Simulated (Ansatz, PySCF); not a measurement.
Gas-phase reaction (SMILES): Cl[Si](Br)(Br)Br [tribromo(chloro)silane] + [H][H] (H2) → Br[SiH](Br)Br + Cl (HCl); hydrogen cleaves one Si-Cl bond, a model of a ligand-exchange step.

Each molecule is optimised on its own at B3LYP-D3(BJ)/def2-TZVP (Ansatz, an electronic-structure program). Valence correlation only, unless marked. Spin-orbit coupling is left out. The frozen core is the preceding noble-gas configuration, with the filled d and f shells of earlier blocks. No relativistic terms. Basis-set limits of correlation are two-point, X^-3; Hartree-Fock from the larger set. Thermal terms are rigid-rotor harmonic-oscillator values from B3LYP-D3(BJ) frequencies (Ansatz or PySCF) at 298.15 K and 1 atm. 1 Eh = 627.5095 kcal/mol.

```csv
species,"E, CCSD(T)/CBS(def2-TZVPPD,def2-QZVPPD) (Ansatz) (Eh)","E, PBE-D3(BJ)/def2-TZVPD (Ansatz + dftd3) (Eh)",H - E (Eh)
Cl[Si](Br)(Br)Br,-8467.09603,-8470.90303,0.01391
[H][H] (H2),-1.17452,-1.16598,0.01336
Br[SiH](Br)Br,-8007.86566,-8011.41454,0.01941
Cl (HCl),-460.37886,-460.62865,0.01000
```

### Question
Work out ΔE and ΔH at 298.15 K at the first level, then ΔH at the second.

### Answer

1. ΔE = [(-8007.86566) + (-460.37886)] - [(-8467.09603) + (-1.17452)] = 0.02603 Eh = 16.3 kcal/mol at CCSD(T)/CBS(def2-TZVPPD,def2-QZVPPD).
2. The terms H - E add up to 0.00214 Eh, so ΔH = (0.02603 + (0.00214))×627.5095 = 17.7 kcal/mol.
3. At PBE-D3(BJ)/def2-TZVPD the same steps give ΔE = 16.2 and ΔH = 17.5 kcal/mol, a shift of -0.2 from the first level.
4. These values are not checked against measurement here, since the tables used lack a sound gas-phase enthalpy of formation for at least one species.
